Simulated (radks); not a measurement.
Task: These are the eigenvalues of the occupied orbitals of an atom or ion with whole-number occupations (hartree). All-electron calculation, scalar-relativistic Kohn-Sham, BLYP, spin-polarised, spherical densities, finite nucleus; Fermi nuclear charge, rms radius of each element as measured or else 0.836 A^(1/3) + 0.57 fm. Program: a radial shooting solver on a logarithmic mesh with Libxc functionals.

| orbital | eigenvalue |
|---|---|
| 1s | -1666.111 |
| 2s | -280.5403 |
| 2p | -251.7876 |
| 3s | -70.24195 |
| 3p | -61.21100 |
| 3d | -48.82534 |
| 4s | -22.67233 |
| 4p | -19.62110 |
| 4d | -15.29233 |

Which element is it, and in what charge state? The configuration may be excited. Open shells, if any, are filled with parallel spins first.

Result: Z = 61, promethium, charge +15: Pm15+ in [Kr] 4d10. The list shows which subshells hold electrons but not how many an open one holds; the 1s level, -1666.1 hartree, gives Z - s = 57.7 by -(Z - s)^2/2, which with screening and relativity narrows Z to a few neighbours, and the depths of the outer levels then fix element, charge and occupations together.
